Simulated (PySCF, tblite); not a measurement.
Calculations on `C=C[C@](C)([NH2+])CC` [radical], in the order of a workflow; each names the level of the geometry that it ran on. Settings lines and outputs come from a driver script.

Compound: C₆H₁₃N (charge +1 and doublet state).
Numbering: `[CH2:1]=[CH:2][C@:3]([CH3:4])([NH2+:5])[CH2:6][CH3:7]` (hydrogens: H8, H9 on C1; H10 on C2; H11, H12, H13 on C4; H14, H15 on N5; H16, H17 on C6; H18, H19, H20 on C7)

Step 1: GFN2-xTB geometry optimisation, gas phase (tblite 0.8.0) (from a force-field or distance-geometry start)
```json
{"job": {"kind": "relax", "xc": "GFN2-xTB", "basis": "xTB"}, "charge": 1, "multiplicity": 2}
```
```
step      E/eV     max force
  0    -594.44976    3.200
  1    -594.84919    1.513
  2    -594.96398    1.202
...
178    -595.59047    0.020
179    -595.59051    0.014
180    -595.59054    0.015
181    -595.59056    0.011
182    -595.59058    0.010
```

Energy lowered by 26.3 kcal/mol over 182 steps; largest atomic force 0.010 eV/Å at the end. «max force» is the largest atomic force in eV/Å.

Step 2: GFN2-xTB harmonic vibrations, gas phase (tblite 0.8.0) (on the GFN2-xTB geometry)
```json
{"job": {"kind": "ir", "xc": "GFN2-xTB", "basis": "xTB"}, "charge": 1, "multiplicity": 2}
```
```
(table of modes left out)
```

54 modes from 75 to 3504 cm⁻¹ (unscaled, harmonic); zero-point energy 109.6 kcal/mol; all wavenumbers are real at this level.

Step 3: UKS B3LYP, pcH-1 on C H N, non-relativistic, mean-field spin-orbit, GIAO (PySCF 2.14.0) (on the GFN2-xTB geometry)
```json
{"job": {"kind": "epr", "basis": "pcH-1"}, "charge": 1, "multiplicity": 2}
```
```
...
E = -290.91941508 Eh   <S^2> = 0.7545 (exact 0.7500)
g shifts (ppm)      1          2          3
  rmc          -199       -199       -199
  gc              5         38         41
  oz_so          61       1743       2215
  total        -134       1582       2057
hyperfine (MHz)  atom isotope    a_iso     a_fc   dipolar eigenvalues
    0   13C       7.33       7.33    -10.18     -9.05     19.23
    1   13C      20.79      20.79    -11.21     -6.54     17.75
    2   13C     -31.72     -31.72    -14.62    -10.85     25.47
    3   13C      16.56      16.56     -3.74     -3.08      6.82
    4   14N      22.26      22.26    -25.89    -25.74     51.62
    5   13C      89.88      89.88    -24.45    -24.11     48.56
    6   13C      -6.71      -6.71     -1.71     -1.61      3.32
    7    1H       7.26       7.26     -5.24     -2.05      7.29
    8    1H      -1.38      -1.38     -3.43     -2.50      5.93
    9    1H       0.88       0.88     -4.09      0.36      3.73
   10    1H      -3.69      -3.69     -2.98     -2.02      5.00
   11    1H      -2.94      -2.94     -2.88     -2.73      5.61
   12    1H      12.77      12.77     -2.88     -1.51      4.39
   13    1H     -39.55     -39.55    -30.38     -6.65     37.04
   14    1H     -38.11     -38.11    -29.91     -6.49     36.40
...
```

⟨S²⟩ 0.754; g_iso 2.0035. rmc, gc and oz_so are the mass-correction, gauge-correction and orbital-Zeeman/spin–orbit parts of the g shift along its three principal axes; a_iso is the isotropic hyperfine coupling and a_fc its Fermi-contact part. The log counts atoms from 0, this text from 1.

Problem. Which step took the most CPU time, and about what did each take on one thread, Arm Neoverse V2 (aarch64), no GPU (shared host)?

Solution. Step 3, about 98 % of the total. CPU time by step: 1: 0.98 s, 2: 0.53 s, 3: 99 s.

Geometry of the electronic-property runs (GFN2-xTB):
```
atom  x, y, z in Å
C1    -1.042    1.519   -1.372
C2    -0.764    1.125   -0.137
C3    -0.462   -0.294    0.267
C4    -1.250   -1.365   -0.477
N5    -0.562   -0.478    1.639
C6     1.099   -0.471   -0.195
C7     2.061    0.483    0.457
H8    -1.352    2.533   -1.565
H9    -1.006    0.870   -2.231
H10   -0.743    1.838    0.676
H11   -1.074   -1.327   -1.547
H12   -0.983   -2.358   -0.124
H13   -2.314   -1.215   -0.300
H14   -0.769   -1.388    2.018
H15   -0.297    0.249    2.284
H16    1.104   -0.350   -1.276
H17    1.338   -1.502    0.063
H18    1.860    1.520    0.199
H19    3.058    0.245    0.079
H20    2.094    0.376    1.538
```

 (This holds for the electronic-property runs.)

One conformer stands for the species.
